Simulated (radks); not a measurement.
The numbers below are computed, except where a source is named.
Q: All-electron atom: the promethium ion Pm3+ in [Kr] 4d10 4f4 5s1.5 5p6 6s0.5 (fractional occupations, a model configuration). Level of theory: Dirac Kohn-Sham, PBE, spin-unpolarised, spherical densities, point nucleus; open shells fill j = l - 1/2 first (a radial shooting solver on a logarithmic mesh with Libxc functionals). Some entries of the table are withheld. Estimate them.

orbital,occ.,eigenvalue (hartree),<r> (bohr),r(max) (bohr)
1s1/2,2,-1654.276,(1),0.01479
2s1/2,2,-269.8951,0.09845,0.08395
2p1/2,2,-255.6298,0.08245,0.06371
2p3/2,4,-235.0422,0.08897,0.06924
3s1/2,2,-59.86257,0.2601,0.2388
3p1/2,2,-53.75149,(2),0.2258
3p3/2,4,-49.61215,(3),0.2376
3d3/2,4,-38.99966,0.2339,0.1899
3d5/2,6,-38.10288,0.2378,0.1932
4s1/2,2,-12.91607,0.5920,0.5521
4p1/2,2,-10.58939,0.6070,0.5586
4p3/2,4,-9.68204,0.6352,0.5838
4d3/2,4,-5.85405,0.6790,0.5970
4d5/2,6,-5.69192,0.6890,0.6052
5s1/2,1.5,-2.64291,1.397,1.271
5p1/2,2,-1.98768,1.545,(4)
5p3/2,4,-1.84975,1.620,(5)
4f5/2,4,-1.28745,0.9202,0.6238
4f7/2,0,-1.26774,0.9294,0.6284
5d3/2,0,(6),2.166,1.834
5d5/2,0,(7),2.197,1.861
6s1/2,0.5,-0.83801,3.203,2.977
6p1/2,0,-0.67130,3.655,3.400
6p3/2,0,-0.64553,3.787,3.538

A: 
(1) 1s1/2 <r> (bohr): 0.02318
(2) 3p1/2 <r> (bohr): 0.2498
(3) 3p3/2 <r> (bohr): 0.2624
(4) 5p1/2 r(max) (bohr): 1.379
(5) 5p3/2 r(max) (bohr): 1.445
(6) 5d3/2 eigenvalue (hartree): -0.96670
(7) 5d5/2 eigenvalue (hartree): -0.95168
